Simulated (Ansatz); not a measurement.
Steps of a relaxation of C3H9ClS3Zr, SMILES `C[S][Zr]([Cl])([S]C)[S]C` with RKS PBE0-D4/def2-TZVP.

```sh
$ ansatz run in.yaml --threads 4 --pin off --events-out ev --progress --plain --max-ram 46080MiB --backend cuda --devices 0, --max-vram 37GiB
```

```yaml
crystal:
  periodic: [false, false, false]
  atoms:
    - {symbol: C, position_ang: [-2.125820, -0.592920, 1.460120]}
    - {symbol: S, position_ang: [-1.572810, -0.517720, -0.293970]}
    - {symbol: Zr, position_ang: [0.456930, 0.606830, 0.439730]}
    - {symbol: Cl, position_ang: [-0.238810, 2.486220, 1.538630]}
    - {symbol: S, position_ang: [1.643060, 1.007040, -1.647240]}
    - {symbol: C, position_ang: [0.280610, 2.153520, -2.120190]}
    - {symbol: S, position_ang: [1.526290, -1.133720, 1.770000]}
    - {symbol: C, position_ang: [1.648830, -2.168840, 0.250790]}
    - {symbol: H, position_ang: [-2.314520, 0.424780, 1.817910]}
    - {symbol: H, position_ang: [-1.358320, -1.094620, 2.065560]}
    - {symbol: H, position_ang: [-3.050790, -1.167590, 1.489520]}
    - {symbol: H, position_ang: [0.493200, 2.521830, -3.123670]}
    - {symbol: H, position_ang: [0.254590, 2.996990, -1.420170]}
    - {symbol: H, position_ang: [-0.672250, 1.606150, -2.125250]}
    - {symbol: H, position_ang: [2.288840, -1.668120, -0.483590]}
    - {symbol: H, position_ang: [0.645180, -2.340860, -0.157450]}
    - {symbol: H, position_ang: [2.095790, -3.118980, 0.539270]}
basis:
  gaussian: {orbitals: def2-TZVP}
hamiltonian: {xc: pbe0, dispersion: d4}
relax: {f_tol: 0.005, max_steps: 150}
```

Positions (Å) and forces (eV/Å) along the path, 9 of 32 steps:

```xyz
17
step=1 energy=-49556.4531 eV
C    -2.126   -0.593    1.460    0.123    0.117   -0.113
S    -1.573   -0.518   -0.294    0.206    0.129    0.215
Zr    0.457    0.607    0.440    0.349   -1.398   -0.867
Cl   -0.239    2.486    1.539   -0.197    0.934    0.592
S     1.643    1.007   -1.647   -0.221    0.055    0.341
C     0.281    2.154   -2.120   -0.014   -0.098    0.203
S     1.526   -1.134    1.770   -0.018    0.276   -0.169
C     1.649   -2.169    0.251   -0.106    0.229   -0.014
H    -2.315    0.425    1.818   -0.050   -0.269    0.108
H    -1.358   -1.095    2.066   -0.312    0.127   -0.024
H    -3.051   -1.168    1.490    0.009   -0.005    0.021
H     0.493    2.522   -3.124   -0.025   -0.011    0.033
H     0.255    2.997   -1.420   -0.135   -0.086   -0.288
H    -0.672    1.606   -2.125    0.176    0.344   -0.080
H     2.289   -1.668   -0.484   -0.115   -0.307    0.040
H     0.645   -2.341   -0.157    0.287   -0.057   -0.001
H     2.096   -3.119    0.539    0.043    0.019    0.001
17
step=9 energy=-49556.7194 eV
C    -2.288   -0.657    1.388   -0.018   -0.014    0.022
S    -1.567   -0.536   -0.290   -0.016    0.002   -0.007
Zr    0.453    0.635    0.333   -0.009    0.025   -0.031
Cl   -0.065    2.485    1.692    0.012   -0.004    0.018
S     1.545    1.199   -1.723    0.005   -0.003    0.008
C     0.249    2.419   -2.138   -0.138    0.032   -0.196
S     1.869   -0.948    1.471    0.010   -0.022    0.002
C     1.801   -2.401    0.364    0.006   -0.007   -0.014
H    -2.716    0.298    1.694    0.030   -0.039   -0.026
H    -1.546   -0.984    2.119   -0.028    0.023   -0.017
H    -3.080   -1.405    1.345    0.046    0.026   -0.003
H    -0.044    2.253   -3.185    0.055    0.056    0.358
H     0.653    3.429   -2.017   -0.130   -0.190   -0.001
H    -0.659    2.307   -1.519    0.193    0.094   -0.148
H     2.477   -2.257   -0.479   -0.021   -0.008    0.035
H     0.788   -2.573    0.001    0.011    0.004    0.004
H     2.129   -3.264    0.943   -0.007    0.024   -0.006
17
step=14 energy=-49556.7390 eV
C    -2.209   -0.645    1.309   -0.065   -0.050    0.073
S    -1.543   -0.497   -0.389   -0.012    0.003    0.004
Zr    0.460    0.660    0.301    0.004   -0.034    0.000
Cl   -0.027    2.465    1.735   -0.003    0.014    0.005
S     1.568    1.261   -1.732    0.001    0.007   -0.003
C     0.219    2.439   -2.091   -0.020    0.010   -0.010
S     1.869   -0.943    1.422    0.005   -0.012   -0.021
C     1.740   -2.449    0.397   -0.004   -0.007    0.013
H    -2.886    0.187    1.518    0.090   -0.103   -0.016
H    -1.416   -0.672    2.067   -0.111    0.013   -0.074
H    -2.760   -1.589    1.364    0.100    0.141    0.009
H    -0.225    2.180   -3.052    0.018    0.012    0.038
H     0.626    3.449   -2.118   -0.016   -0.021   -0.002
H    -0.590    2.420   -1.346    0.017    0.007   -0.024
H     2.469   -2.404   -0.410   -0.010    0.004    0.012
H     0.738   -2.563   -0.015    0.011    0.003    0.001
H     1.968   -3.299    1.040   -0.006    0.013   -0.006
17
step=19 energy=-49556.7480 eV
C    -2.128   -0.657    1.283   -0.012   -0.020    0.029
S    -1.551   -0.505   -0.444    0.005    0.000    0.007
Zr    0.438    0.649    0.279   -0.003    0.000    0.001
Cl   -0.024    2.461    1.721    0.000   -0.002   -0.003
S     1.549    1.306   -1.733   -0.001    0.005   -0.005
C     0.208    2.496   -2.083   -0.004   -0.002    0.008
S     1.884   -0.947    1.361    0.000   -0.009   -0.009
C     1.671   -2.500    0.427    0.008   -0.011    0.003
H    -3.011   -0.035    1.424    0.035   -0.028    0.004
H    -1.374   -0.353    2.022   -0.036   -0.012   -0.026
H    -2.369   -1.703    1.476    0.012    0.059   -0.009
H    -0.221    2.263   -3.056    0.002    0.000   -0.002
H     0.617    3.504   -2.079    0.002    0.003   -0.002
H    -0.611    2.462   -1.351    0.004   -0.001   -0.002
H     2.441   -2.561   -0.341   -0.018    0.001    0.019
H     0.686   -2.557   -0.035    0.013   -0.003    0.003
H     1.794   -3.325    1.129   -0.006    0.020   -0.015
17
step=23 energy=-49556.7488 eV
C    -2.093   -0.681    1.274   -0.004    0.007   -0.004
S    -1.543   -0.498   -0.458    0.000   -0.001    0.000
Zr    0.449    0.658    0.252    0.001   -0.002    0.000
Cl   -0.006    2.463    1.705   -0.001    0.000    0.000
S     1.537    1.338   -1.766   -0.001    0.001    0.001
C     0.192    2.532   -2.087   -0.001    0.002    0.000
S     1.910   -0.933    1.318    0.001   -0.014   -0.008
C     1.644   -2.520    0.457    0.007   -0.002    0.007
H    -3.000   -0.099    1.427   -0.001    0.001    0.000
H    -1.348   -0.345    2.006    0.005   -0.002    0.004
H    -2.288   -1.735    1.466    0.000   -0.005    0.000
H    -0.242    2.314   -3.061    0.000    0.000    0.001
H     0.601    3.541   -2.070    0.000   -0.001    0.000
H    -0.621    2.486   -1.350    0.000   -0.001   -0.001
H     2.451   -2.671   -0.258   -0.015    0.005    0.013
H     0.686   -2.539   -0.061    0.010   -0.004    0.001
H     1.671   -3.312    1.206   -0.002    0.016   -0.013
17
step=27 energy=-49556.7490 eV
C    -2.081   -0.686    1.271    0.003   -0.001   -0.003
S    -1.540   -0.497   -0.464   -0.002    0.001    0.002
Zr    0.453    0.658    0.244    0.000   -0.002    0.001
Cl   -0.008    2.457    1.702    0.000    0.000    0.000
S     1.531    1.354   -1.774    0.000    0.001   -0.001
C     0.181    2.543   -2.089    0.001   -0.001   -0.001
S     1.926   -0.928    1.301    0.000    0.000    0.000
C     1.641   -2.525    0.468    0.002   -0.001    0.000
H    -2.968   -0.079    1.441   -0.001    0.001    0.000
H    -1.318   -0.385    2.000    0.001    0.001    0.001
H    -2.305   -1.736    1.450    0.000   -0.001    0.000
H    -0.253    2.328   -3.064    0.000    0.000    0.000
H     0.585    3.554   -2.068    0.000    0.000    0.000
H    -0.632    2.489   -1.352   -0.001    0.000    0.001
H     2.474   -2.719   -0.205   -0.003    0.000    0.003
H     0.708   -2.527   -0.094    0.001    0.000    0.001
H     1.607   -3.299    1.234    0.000    0.002   -0.003
17
step=28 energy=-49556.7490 eV
C    -2.078   -0.686    1.271   -0.001   -0.002    0.001
S    -1.542   -0.494   -0.465    0.000   -0.001    0.001
Zr    0.452    0.657    0.242    0.000    0.002    0.000
Cl   -0.008    2.456    1.701    0.001    0.000    0.000
S     1.529    1.355   -1.776   -0.001    0.000    0.001
C     0.179    2.544   -2.089    0.000    0.000    0.000
S     1.928   -0.928    1.298    0.001    0.001    0.001
C     1.640   -2.526    0.469   -0.001   -0.008   -0.003
H    -2.965   -0.079    1.445    0.004   -0.002    0.000
H    -1.313   -0.389    1.998   -0.003    0.000   -0.001
H    -2.304   -1.737    1.448    0.001    0.003    0.000
H    -0.255    2.330   -3.064    0.000    0.000    0.000
H     0.583    3.555   -2.067    0.000    0.000    0.000
H    -0.633    2.490   -1.352    0.000    0.000    0.000
H     2.480   -2.729   -0.194   -0.008    0.002    0.007
H     0.714   -2.523   -0.103    0.007   -0.001    0.004
H     1.592   -3.297    1.238    0.000    0.007   -0.009
17
step=31 energy=-49556.7491 eV
C    -2.076   -0.688    1.274    0.001    0.000    0.002
S    -1.543   -0.494   -0.462    0.000    0.000   -0.001
Zr    0.452    0.657    0.244    0.000    0.000    0.000
Cl   -0.004    2.457    1.702    0.000    0.000    0.000
S     1.528    1.353   -1.776    0.000    0.000    0.000
C     0.178    2.543   -2.089   -0.001    0.000    0.000
S     1.929   -0.927    1.299    0.000    0.001    0.001
C     1.639   -2.523    0.465   -0.001   -0.004   -0.002
H    -2.967   -0.087    1.448   -0.001    0.001    0.000
H    -1.313   -0.382    2.001    0.001    0.000    0.000
H    -2.293   -1.740    1.454    0.000   -0.001    0.000
H    -0.257    2.327   -3.064    0.000    0.000    0.000
H     0.582    3.553   -2.069    0.000    0.000    0.000
H    -0.634    2.489   -1.352    0.000    0.000    0.000
H     2.495   -2.740   -0.171   -0.004    0.000    0.002
H     0.731   -2.506   -0.135    0.005   -0.001    0.003
H     1.554   -3.291    1.233    0.000    0.003   -0.004
17
step=32 energy=-49556.7491 eV
C    -2.077   -0.688    1.275    0.001    0.001    0.002
S    -1.544   -0.493   -0.462    0.000    0.000   -0.001
Zr    0.452    0.657    0.244    0.000    0.000    0.000
Cl   -0.004    2.458    1.701    0.000    0.000    0.000
S     1.528    1.353   -1.775    0.000   -0.001    0.000
C     0.178    2.542   -2.089   -0.001    0.000    0.000
S     1.928   -0.928    1.300    0.001   -0.001    0.000
C     1.639   -2.523    0.464   -0.002   -0.001   -0.001
H    -2.968   -0.087    1.449   -0.001    0.000    0.000
H    -1.314   -0.382    2.002    0.000    0.000   -0.001
H    -2.292   -1.740    1.454    0.000   -0.001    0.000
H    -0.257    2.326   -3.064    0.000    0.000    0.000
H     0.582    3.553   -2.070    0.000    0.000    0.000
H    -0.634    2.490   -1.352    0.000    0.000    0.000
H     2.498   -2.741   -0.168   -0.002    0.001    0.001
H     0.734   -2.505   -0.140    0.004    0.000    0.002
H     1.550   -3.291    1.232    0.000    0.002   -0.002
```

It took 80 s on 4 threads of an AMD EPYC 7R13 on a shared host and a share of an NVIDIA H100 80 GB, with 1.1 GiB of host memory at the peak.
